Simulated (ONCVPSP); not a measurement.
**Before and after: ONCV potential for Ce (Z = 58)**

```json
{"Element": "cerium (Ce)", "Generator": "ONCVPSP 4.0.1", "Type": "optimised norm-conserving Vanderbilt (ONCV)", "Functional": "PBE", "Relativity": "scalar-relativistic", "Frozen core": "[Kr] 4d10", "Valence charge": "12", "Reference configuration": "4f1 5s2 5p6 5d1 6s1 (charge +1)", "Partial waves": "5s+6s: rc 2.50 bohr, ncon 3, nbas 6, qcut 3.8 1/bohr, 2 projectors; 5p: rc 2.75 bohr, ncon 4, nbas 7, qcut 5.6 1/bohr, 2 projectors, debl 2.2 Ha; 5d: rc 3.05 bohr, ncon 4, nbas 8, qcut 5.2 1/bohr, 3 projectors, debl 0.9 Ha; 4f: rc 1.35 bohr, ncon 4, nbas 8, qcut 12.6 1/bohr, 2 projectors, debl 3.3 Ha", "Local potential": "polynomial inside 1.15 bohr (lpopt 5, dvloc0 0 Ha)", "Core correction": "none"}
```

All-electron outer shells of the reference configuration (PBE, scalar-relativistic, ld1.x):

| shell | level (eV) | outermost node (bohr) | outermost maximum (bohr) |
| --- | --- | --- | --- |
| 4d | -116.41 | 0.31 | 0.66 |
| 5s | -46.49 | 0.75 | 1.37 |
| 5p | -29.11 | 0.81 | 1.55 |
| 4f | -11.28 | – | 0.71 |
| 5d | -8.56 | 0.92 | 2.12 |
| 6s | -8.49 | 1.81 | 3.54 |

Change: f: qcut 8.6.

Cutoffs: the cutoffs (Ha) at which the residual kinetic energy of the hardest occupied pseudo-wave falls to 1 and 0.1 mHa per electron; they do not see the model core or the augmentation charge, which bear on the density cutoff. Errors are all-electron minus pseudo energies relative to the spin-unpolarised reference configuration.

Question: Predict the effect on cutoff, ghosts and configuration errors.

Answer: The potential gets harder (67 Ha and 73 Ha → 148 Ha and 194 Ha); both files keep a bound ghost (s); the errors of the 4 common tests hardly move.

| quantity | base | changed |
| --- | --- | --- |
| cutoff, loose | 67 Ha | 148 Ha |
| cutoff, tight | 73 Ha | 194 Ha |
| loose cutoff by channel | s 5.2 Ha, p 5.2 Ha, d 6.7 Ha, f 67 Ha | s 5.2 Ha, p 5.2 Ha, d 6.7 Ha, f 148 Ha |
| bound ghosts | s | s |
| GHOST(+) flags under 300 eV | p at 36.9 eV | p at 36.9 eV |
| error for 4f1 5s2 5p6 5d1 6s2, meV [ΔE -6.07 eV] | +0.5 | +0.5 |
| error for 4f1 5s2 5p6 5d1 6s0, meV [ΔE 11.08 eV] | -2.9 | -2.9 |
| error for 4f1 5s2 5p6 5d0 6s0, meV [ΔE 30.26 eV] | +1.5 | +1.7 |
| error for 4f1 5s2 5p6 5d2 6s0, meV [ΔE 0.17 eV] | -11 | -11 |
| s: phases at 2.54 bohr within 0.05 rad from the reference energy up to (Ha; the scan ends near 5) | 2.9 | 2.9 |
| p: phases at 2.79 bohr within 0.05 rad from the reference energy up to (Ha; the scan ends near 5) | 1.3 | 1.3 |
| d: phases at 3.09 bohr within 0.05 rad from the reference energy up to (Ha; the scan ends near 5) | 4.0 | 4.0 |
| f: phases at 1.37 bohr within 0.05 rad from the reference energy up to (Ha; the scan ends near 5) | to the end of the scan | to the end of the scan |

 A true bound ghost makes a file unfit for plane-wave use even where its test errors are small: the radial tests pick states by their node count and pass the ghost by.
